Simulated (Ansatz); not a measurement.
Ideal-gas functions of CH3FSSiZn, SMILES `F[CH]1S[SiH2][Zn]1` at 500 K and 1 bar, from an Ansatz frequency run at PBE0-D4/def2-TZVP.

Molar mass 159.58 g/mol, point group C1 (symmetry number 1), electronic degeneracy 1, moments of inertia 201.424, 238.312, 388.984 u Å². Harmonic wavenumbers (cm⁻¹, unscaled): 68, 207, 212, 325, 369, 406, 452, 542, 581, 634, 702, 956, 1020, 1024, 1319, 2196, 2214, 3115.

Use S(trans) = R[1.5 ln M + 2.5 ln T − 1.1517]; rotational temperatures θ = 24.2544 K / I; S(rot) = R[ln(√π/σ · √(T³/θAθBθC)) + 1.5]; for each mode x = 1.438777 ν̃/T, S = R[x/(eˣ − 1) − ln(1 − e⁻ˣ)] and H = RT x/(eˣ − 1); 1 cm⁻¹ = 0.0119627 kJ/mol; R = 8.31446 J/(mol·K).

Question: By hand: the entropy, in J/(mol·K).

Answer: Translation 182.9. Rotation: θ = 0.1204, 0.1018, 0.0624 K, giving 124.6. Vibration, mode by mode: 21.89, 12.74, 12.55, 9.17, 8.20, 7.48, 6.69, 5.41, 4.95, 4.38, 3.75, 2.11, 1.82, 1.81, 0.91, 0.11, 0.11, 0.01, in all 104.1. Electronic 0.0. Sum 411.6 J/(mol·K).

Question: By hand: H − E and G − E in kJ/mol, counted from the electronic energy.

Answer: Zero-point energy ½ × 16342 × 0.0119627 = 97.7; thermal vibration 27.6; translation, rotation and pV give 4 RT = 16.6. H − E = 141.9 kJ/mol, and G − E = 141.9 − 500 × 411.6/1000 = -63.9 kJ/mol.

Vibration gives 25 % of the entropy, 21.9 J/(mol·K) of it from the mode under 150 cm⁻¹: soft modes count most, and the harmonic formula is weakest for them. The sum counts one conformer and one mirror image; others add a mixing term.
